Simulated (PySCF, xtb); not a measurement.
(2R)-2-ethyloxetane (C₅H₁₀O), SMILES CC[C@@H]1CCO1. Other conformers were not sampled.

Harmonic wavenumbers (cm⁻¹) from GFN2-xTB in xtb 6.7.1 at its own minimum, in rising order: 82, 102, 196, 242, 400, 436, 742, 805, 830, 889, 974, 998, 1035, 1049, 1081, 1108, 1121, 1130, 1161, 1173, 1216, 1238, 1254, 1269, 1296, 1355, 1409, 1463, 1474, 1487, 1496, 1503, 2889, 2917, 2943, 2969, 2985, 3024, 3030, 3032, 3036, 3051.

Question: What does PBE-D3(BJ)/def2-SVP run with PySCF 2.14.0 give at its own minimum? (An estimate is asked for; the answer gives what the named calculation found.)

Answer: 68, 117, 203, 244, 400, 444, 691, 758, 796, 850, 912, 943, 974, 997, 1029, 1076, 1089, 1125, 1146, 1170, 1203, 1227, 1253, 1274, 1316, 1343, 1359, 1396, 1411, 1418, 1432, 1462, 2901, 2930, 2958, 2971, 2979, 3009, 3010, 3058, 3072, 3077. Paired by order, the mean absolute difference is 28 cm⁻¹ and the zero-point energies are 88.5 and 87.3 kcal/mol.
